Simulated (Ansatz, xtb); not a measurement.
# Two isomers of C5H5ClFN

We compare I, `Cc1c[nH]c(F)c1Cl`, a singlet, with II, `FCc1[nH]ccc1Cl`, a singlet. Both are isolated molecules in the gas phase, relaxed with r2SCAN-D4/def2-SVP; the shapes shown needn't be the lowest conformers.

I (Å):

```yaml
atoms:
  - { symbol: C, position_ang: [0.0903, 3.0210, -0.4995] }
  - { symbol: C, position_ang: [0.3090, 1.5654, -0.7403] }
  - { symbol: C, position_ang: [-0.3723, 0.7310, -1.6082] }
  - { symbol: C, position_ang: [1.1691, -0.5248, -0.5919] }
  - { symbol: C, position_ang: [1.2961, 0.7532, -0.0919] }
  - { symbol: Cl, position_ang: [2.4327, 1.2707, 1.0925] }
  - { symbol: F, position_ang: [1.8407, -1.6304, -0.3174] }
  - { symbol: N, position_ang: [0.1621, -0.5414, -1.5082] }
  - { symbol: H, position_ang: [0.9981, 3.6047, -0.7253] }
  - { symbol: H, position_ang: [-0.7285, 3.4062, -1.1239] }
  - { symbol: H, position_ang: [-0.1605, 3.2188, 0.5559] }
  - { symbol: H, position_ang: [-1.1944, 0.9430, -2.2884] }
  - { symbol: H, position_ang: [-0.1317, -1.3630, -2.0213] }
```

II (Å):

```xyz
13

C    -1.2678    0.7349    1.6145
C    -0.5256    1.6242    0.6961
C     0.7520    2.1787   -1.0787
C     0.4875    3.3566   -0.4000
C    -0.3090    2.9969    0.7189
Cl   -0.9312    4.0785    1.9117
F    -0.4405   -0.2765    2.1025
N     0.1280    1.1553   -0.4202
H    -2.1173    0.2345    1.1131
H    -1.6544    1.3315    2.4562
H     0.2155    0.1717   -0.6472
H     1.3404    1.9981   -1.9764
H     0.8214    4.3570   -0.6658
```

Question: Estimate which is lower in electronic energy at CCSD(T)/def2-SVP + ΔMP2/def2-TZVPP, and by roughly how much.

Answer: The CCSD(T)/def2-SVP + ΔMP2/def2-TZVPP calculation puts structure II lower, by 0.177 eV.

The same difference at several levels:

```
                             level            geometry  E(II) − E(I) (eV)  departure from the last row (eV)  job, with rough time for the two
                          GFN2-xTB            GFN2-xTB              +0.015                            +0.192              optimisation, 0.17 s
                         HF/STO-3G            GFN2-xTB              +0.296                            +0.473              single point, 0.42 s
      r2SCAN-D4/def2-SVP//GFN2-xTB            GFN2-xTB              −0.010                            +0.167               single point, 4.5 s
                r2SCAN-D4/def2-SVP  r2SCAN-D4/def2-SVP              −0.054                            +0.123                optimisation, 86 s
                       HF/def2-SVP  r2SCAN-D4/def2-SVP              −0.127                            +0.050           part of the CCSD(T) run
                      MP2/def2-SVP  r2SCAN-D4/def2-SVP              −0.104                            +0.073           part of the CCSD(T) run
                  CCSD(T)/def2-SVP  r2SCAN-D4/def2-SVP              −0.093                            +0.084                      single point
CCSD(T)/def2-SVP + ΔMP2/def2-TZVPP  r2SCAN-D4/def2-SVP              −0.177                                                  single point, 91 s
```

As drawn, both hold the same kinds of bond in the same numbers. Structure I has 1 methyl group, II 0.

HF/STO-3G puts the two in the other order. GFN2-xTB, r2SCAN-D4/def2-SVP//GFN2-xTB find them nearly level. The largest departure from CCSD(T)/def2-SVP + ΔMP2/def2-TZVPP is that of HF/STO-3G, 0.473 eV. The last row adds to CCSD(T) the change of the MP2 difference between the two basis sets, here −0.084 eV.

With thermal terms from frequencies at re-optimised GFN2-xTB minima (ideal gas, soft modes damped towards free rotors, one conformer each, 298.15 K, 1 atm): the zero-point term adds +0.013 eV; ΔH is −0.175 and ΔG −0.159 eV.

The correlated steps freeze 12 core orbitals. Programs: Ansatz 0.2.0, xtb 6.7.1; the last row on 4 threads of Arm Neoverse V1 on a shared host.
